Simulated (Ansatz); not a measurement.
`C[O][GeH2][CH3]` + `[AlH2][CH2]CBr` → `C[O][GeH2][AlH2]` + `CCCBr`  (formal exchange of groups at a Ge–C bond)

Gas-phase electronic energies from Ansatz, PBE0-D4/def2-TZVP geometries. CCSD(T)/CBS adds triple-zeta CCSD(T) − MP2 to the extrapolated MP2 energy (def2 sets, frozen cores). Functionals use def2-TZVPP. For Br, Ge outer-core shells are correlated without core-valence functions, which leaves a few kJ/mol of doubt a bond. Scalar relativity is left out up to krypton. Each species was taken in one conformer, which may not be the lowest.

CCSD(T)/CBS gives +9.8 kJ/mol.

(1) Another level gave +11.6 kJ/mol. Which?
A. MP2/def2-TZVPP
B. PBE/def2-TZVPP
C. B2PLYP/def2-TZVPP
D. ωB97X-V/def2-TZVPP

Largest T1 diagnostic among the species: 0.012.

## Answers

(1) C. B2PLYP 11.6, MP2/def2-TZVPP 17.0, PBE 2.6, ωB97X-V 7.5 kJ/mol.
